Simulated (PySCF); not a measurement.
Structure elucidation problem

Molecular formula: C₅H₁₁FSi. Simulated spectra:

$^{1}$H NMR (300 MHz, computed): δ 5.63 (m, 1H), 1.94 (m, 2H), 1.69 (m, 1H), 1.45 (m, 2H), 1.44 (m, 2H), 0.98 (t, 3H).

$^{13}$C{$^{1}$H} NMR (computed): δ 38.5 (CH2), 31.5 (CH2, 2C), 30.4 (CH), 14.6 (CH3).

A single conformation, fast rotation and ring inversion assumed for equivalent nuclei, gas phase, non-relativistic Hamiltonian. GFN2-xTB structure; shieldings: GIAO PBE0/pcSseg-1; PySCF 2.14.0 with density-fitted response routines.

Shifts are taken against calculated references (same method and geometry level): TMS for $^{1}$H (σref 31.72), $^{13}$C (σref 186.93).

Choose the structure that fits.
A. CC/C=C/[SiH2]CF
B. CC[C@H]1C[Si@@H](F)C1
C. C/C=C(\F)[SiH2]CC

Results:

B. 

- Rings plus π bonds: 1 (1 ring in the answer).
- 4 carbon signals for 5 carbons: some carbons are equivalent by symmetry or fast rotation.
- Carbon types of the structure: 1 × CH, 3 × CH2, 1 × CH3, leaving 1 H on heteroatoms.
- δC 38.5: sp3 CH2; saturated and bonded to C and H only.
- δC 30.4: sp3 CH in a ring; a saturated carbon with 3 carbon neighbours and no heteroatom attached.
- δC 14.6: methyl carbon; a saturated carbon with 1 carbon neighbour and no heteroatom attached.
- δH 1.45: hydrogen on an sp3 CH2; far from electronegative atoms and π systems.
- δH 0.98: hydrogen on a methyl carbon; far from electronegative atoms and π systems.

The others: CC/C=C/[SiH2]CF would give 5 carbon signals, not 4; C/C=C(\F)[SiH2]CC would give 5 carbon signals, not 4.

Splittings by $^{19}$F in the carbon and heteronuclear signals aren't shown, as no couplings were computed. Shifts are as computed. Against solution values, carbons near 30 ppm lie about +3 ppm off and those near 130 ppm about +5 ppm. Of 1309 compounds with measured shifts, 239 miss one by over three times the rms of a fit or turn the order of signals round; such compounds aren't used in these exercises. Multiplicities follow the n + 1 count of equivalent neighbours, as no J values were calculated; m marks all less simple cases, F and P coupling included.
